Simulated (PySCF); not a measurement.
Excitations are Tamm–Dancoff values on a coarser integration grid. The basis has no diffuse functions, so Rydberg states are missing or too high.

Z-matrix (Å, degrees):
```
C
H 1 1.0846
B 1 1.5208 2 120.80
H 3 1.1953 1 122.26 2 -0.02
H 3 1.1986 4 119.06 1 179.98
C 1 1.5433 2 113.77 3 148.65
H 6 1.0820 1 117.00 2 -146.50
H 6 1.0824 7 114.99 1 -140.16
C 6 1.4718 7 118.70 8 -149.17
H 9 1.0820 6 118.70 7 0.00
H 9 1.0824 10 114.98 6 -149.17
```
Charge 0, multiplicity 1.

Question: Estimate the S1–T1 gap (TDA), HOMO and T1 excitation (TDA) that TPSSh-D3(BJ)/def2-TZVP (PySCF) returns for this input.

Answer: 
```yaml
S1–T1 gap (TDA): 0.62 eV
HOMO: -7.67 eV
T1 excitation (TDA): 5.12 eV
```
